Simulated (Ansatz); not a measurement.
A nudged elastic band was laid between two geometries of AlBCl3H3O (9 atoms, charge 0, multiplicity 1).

Theory: RKS B3LYP-D4/def2-SVP in Ansatz.

- movable images: 7
- climbing image: yes
- spring: 5.0 eV/Å²
- optimiser: quadratic models (default)
- start path: through a guess of the saddle point
- force threshold: 0.05 eV/Å
- iteration limit: 60
- end points: relaxed

Initial state:

```xyz
9
Properties=species:S:1:pos:R:3
B 0.581 -0.334 0.738
Cl 0.367 0.880 1.980
Cl 1.695 -0.158 -0.578
Cl -1.883 -0.973 -1.730
O -0.152 -1.506 0.826
Al -0.994 -2.637 -0.695
H 0.242 -3.325 -1.390
H -1.960 -3.398 0.311
H -0.721 -1.561 1.612
```

Final state:

```xyz
9
Properties=species:S:1:pos:R:3
B -0.475 -0.242 -0.990
Cl 0.581 -1.786 2.254
Cl 0.388 0.891 0.169
Cl -0.963 0.470 -2.528
O -0.678 -1.478 -0.639
Al -0.663 -2.955 0.326
H 0.422 -4.003 -0.123
H -2.038 -3.275 1.023
H 0.603 -0.634 1.581
```

Problem. Which bonds break or form, and what moves?

Solution. Bonds broken: B1–Cl2, Cl4–Al6, O5–H9. Bonds formed: B1–Cl4, Cl2–H9.

Problem. What energy profile does the band end with?

Solution. The forces met the threshold. The highest image is number 4 of 0 to 8, 167.3 kJ/mol above the first end and 145.2 kJ/mol above the last; the last end lies 22.1 kJ/mol above the first. The profile has 2 maxima (images 2, 4) with wells between them (image 3): this band takes more than one step, which may be the mechanism or a detour left from its start path. Neighbouring images differ by up to 1.3 eV, so the band resolves the path poorly. A vibrational analysis at the climbing image gives one clearly imaginary mode, 1078i cm⁻¹: a first-order saddle point. The orbitals stay closed-shell, which can raise the energy where a bond breaks towards radicals; this wasn't checked here.

| image | path coordinate (Å) | energy (kJ/mol) | B1–Cl2 (Å) | Cl4–Al6 (Å) | O5–H9 (Å) |
| --- | --- | --- | --- | --- | --- |
| 0 | 0.00 | 0.0 | 1.75 | 2.15 | 0.97 |
| 1 | 1.82 | 38.3 | 1.79 | 2.36 | 0.97 |
| 2 | 3.64 | 67.3 | 1.79 | 3.18 | 0.97 |
| 3 | 5.46 | 40.3 | 1.82 | 3.84 | 0.97 |
| 4 | 7.28 | 167.3 | 2.26 | 3.86 | 1.23 |
| 5 | 9.03 | 74.6 | 3.44 | 3.78 | 2.11 |
| 6 | 10.78 | 67.2 | 3.49 | 3.70 | 2.56 |
| 7 | 12.53 | 38.8 | 3.52 | 4.23 | 2.71 |
| 8 | 14.27 | 22.1 | 3.75 | 4.47 | 2.70 |

Problem. What is the geometry of the highest image?

Solution. 
```xyz
9
Properties=species:S:1:pos:R:3
B -0.274 -0.259 0.003
Cl 0.521 0.178 2.067
Cl 0.964 0.217 -1.189
Cl -1.903 0.451 -0.134
O -0.229 -1.651 0.429
Al -0.609 -3.182 -0.352
H -0.358 -4.427 0.570
H -1.138 -3.114 -1.826
H 0.200 -1.224 1.505
```

Run time: 7.3 min on 4 threads of Arm Neoverse V2 (shared host), peak memory 0.3 GiB.
